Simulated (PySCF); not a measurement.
Problem. Give a GFN2-xTB geometry of `CCC/C=C/C#N`.

Solution. 
```xyz
16
C6H9N angstrom
C     -2.528    0.445   -0.029
C     -1.225   -0.326    0.140
C     -0.057    0.395   -0.547
C      1.209   -0.372   -0.397
C      2.293    0.086    0.229
C      3.467   -0.676    0.366
N      4.427   -1.294    0.484
H     -2.778    0.547   -1.083
H     -3.343   -0.073    0.470
H     -2.442    1.441    0.401
H     -1.333   -1.326   -0.284
H     -1.000   -0.438    1.203
H     -0.289    0.495   -1.611
H      0.054    1.396   -0.124
H      1.215   -1.369   -0.818
H      2.325    1.077    0.666
```

Any rigid rotation of these coordinates is as good. Atoms count from 1 in this order. Of the pairs four or more bonds apart, H14···H16 is among the closest relative to their van der Waals radii: 2.43 Å, 101 % of the sum of Bondi's values. The C–C distances run from 1.333 Å (C4=C5, drawn double) to 1.534 Å (C2–C3, drawn single), a spread of 0.201 Å.

Bonds between heavy atoms (Å): C1–C2 1.523, C2–C3 1.534, C3–C4 1.488, C4=C5 1.333, C5–C6 1.407, C6≡N7 1.147.

Structure optimised with GFN2-xTB, isolated species.

Point group: C1 (no symmetry element, even within 0.4 Å). GFN2-xTB frequencies: not computed here. One conformer, not necessarily the lowest (C1–C2–C3–C4 -179°, C2–C3–C4–C5 -118°).
